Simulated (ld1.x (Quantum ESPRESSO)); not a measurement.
PBE ultrasoft dataset for Ne, non-relativistic all-electron reference.

- Element: Ne (Z = 10)
- Generator: ld1.x (Quantum ESPRESSO) 7.5
- Type: ultrasoft
- Functional: PBE
- Relativity: non-relativistic
- Frozen core: [He]
- Valence charge: 8
- Reference configuration: 2s2 2p5 (charge +1)
- Partial waves: 2s (bound): rcut 0.45, rcutus 0.50 bohr; 2s channel at 0.45 Ry: rcut 0.45, rcutus 0.50 bohr; 2p (bound): rcut 0.80, rcutus 1.00 bohr; 2p channel at -2.05 Ry: rcut 0.80, rcutus 1.00 bohr
- Local potential: all-electron potential smoothed inside 0.55 bohr (lloc = -1)
- Core correction: Bessel-smoothed model core inside 0.30 bohr
- Augmentation charge: PSQ, inside the norm-conserving radii

All-electron outer shells of the reference configuration (PBE, non-relativistic, ld1.x):

| shell | level (eV) | outermost node (bohr) | outermost maximum (bohr) |
| --- | --- | --- | --- |
| 2s | -55.51 | 0.22 | 0.68 |
| 2p | -32.29 | – | 0.60 |

Q: Estimate the cutoffs (Ry, on a coarse ladder) from which the occupation-weighted sum of valence levels, in a spherical-Bessel basis at the reference potential, stays within 10 and 1 mRy of its value at 400 Ry.

A: 140 Ry and 260 Ry.

Q: What does a ghost test show?

A: No extra level below or beside the all-electron valence levels (s, p, d, f tested).

Q: Is the overlap operator S = 1 + Σ q|β⟩⟨β| positive definite (Bessel basis up to 400 Ry)?

A: Yes: its lowest eigenvalue is 0.67 (s channel).

Q: Which valence shell sets the plane-wave cutoff?

A: 2s: its level needs 180 Ry to come within 1 mRy, against 80 Ry for 2p.

Its largest configuration-test error is +233 meV (2s2 2p3). 1 of 6 tests not solved or not reliable. Not counted: 2s2 2p2 (solver errors, printed error -397 eV).
